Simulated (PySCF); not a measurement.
CH₅ClFNSi. Atoms are numbered in the order given.

```xyz
10

N     -1.4128    -1.2535     0.2089
Si    -0.3677    -0.0210    -0.3552
Cl    -0.4950     1.8020     0.6880
C      1.4363    -0.5351    -0.1022
F      1.7179    -1.6897    -0.8202
H     -2.3831    -1.2878    -0.0877
H     -1.2894    -1.6764     1.1238
H     -0.7085     0.2540    -1.7699
H      1.6388    -0.7116     0.9710
H      2.1146     0.2744    -0.4272
```
Charge 0, spin multiplicity 1.

Coordinates come from a B3LYP-D3(BJ)/def2-SVP optimisation. The structure was generated by enumeration; whether it is a known compound was not checked. One conformer was computed; it need not be the lowest.

The numbers are results of HF/pcSseg-1 (PySCF), not measurements.

GIAO shieldings, no solvent; atoms listed in one row are averaged. δ = σ(ref) − σ: ¹⁵N against NH3 (σ = 267.3 ppm); ²⁹Si against TMS (σ = 393.8 ppm); ³⁵Cl against HCl (σ = 958.2 ppm); ¹³C against TMS (σ = 192.6 ppm); ¹⁹F against CFCl3 (σ = 238.5 ppm); ¹H against TMS (σ = 31.99 ppm), references at their B3LYP-D3(BJ)/def2-TZVP geometries, non-relativistic (without spin–orbit terms, shifts of atoms bonded to Cl or Br come out too high).

Computed chemical shifts:
| nucleus | atoms | count | δ (ppm) |
|---|---|---|---|
| ¹⁵N | N1 | 1 | 24.3 |
| ²⁹Si | Si2 | 1 | -13.1 |
| ³⁵Cl | Cl3 | 1 | 4.1 |
| ¹³C | C4 | 1 | 71.2 |
| ¹⁹F | F5 | 1 | -254.2 |
| ¹H | H8 | 1 | 5.05 |
| ¹H | H9, H10 | 2 | 4.47 |
| ¹H | H6 | 1 | 1.84 |
| ¹H | H7 | 1 | 1.56 |
